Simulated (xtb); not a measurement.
The xtb input:
```
$ xtb mol.xyz --gfn 2 --json

# file mol.xyz
3

Si     0.00085030     0.00527408     0.92381323
Cl     1.01602194     1.21319412    -0.38826774
Cl    -1.01672219    -1.21753748    -0.37251962
```

Q: What does this run give for the dipole moment, partial charges in atom order, HOMO-LUMO gap?

A: 
```json
{
  "dipole_moment": "0.12 D",
  "partial_charges_in_atom_order": "Si1 0.47, Cl2 -0.24, Cl3 -0.24",
  "HOMO-LUMO gap": "2.75 eV"
}
```
